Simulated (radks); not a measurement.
The numbers below are computed, except where a source is named.
Q: These are the eigenvalues of the occupied orbitals of an atom or ion with whole-number occupations (Ry). Code: a radial shooting solver on a logarithmic mesh with Libxc functionals. Model: scalar-relativistic Kohn-Sham, PBE, spin-polarised, spherical densities, point nucleus.

| orbital | eigenvalue |
|---|---|
| 1s up | -1863.281 |
| 1s down | -1863.278 |
| 2s up | -275.6846 |
| 2s down | -275.6544 |
| 2p up | -247.4328 |
| 2p down | -247.4085 |
| 3s up | -51.80440 |
| 3s down | -51.78761 |
| 3p up | -42.52828 |
| 3p down | -42.50900 |
| 3d up | -27.90848 |
| 3d down | -27.87975 |
| 4s up | -8.53355 |
| 4s down | -8.41097 |
| 4p up | -5.82686 |
| 4p down | -5.69974 |
| 4d up | -1.94525 |
| 4d down | -1.80981 |
| 5p up | -0.75601 |

Which element is it, and in what charge state? The configuration may be excited. Open shells, if any, are filled with parallel spins first.

A: Z = 47, silver, charge +1: Ag+ in [Kr] 4d8 5p2. The list shows which subshells hold electrons but not how many an open one holds; the 1s level, -931.64 hartree, gives Z - s = 43.2 by -(Z - s)^2/2, which with screening and relativity narrows Z to a few neighbours, and the depths of the outer levels then fix element, charge and occupations together.
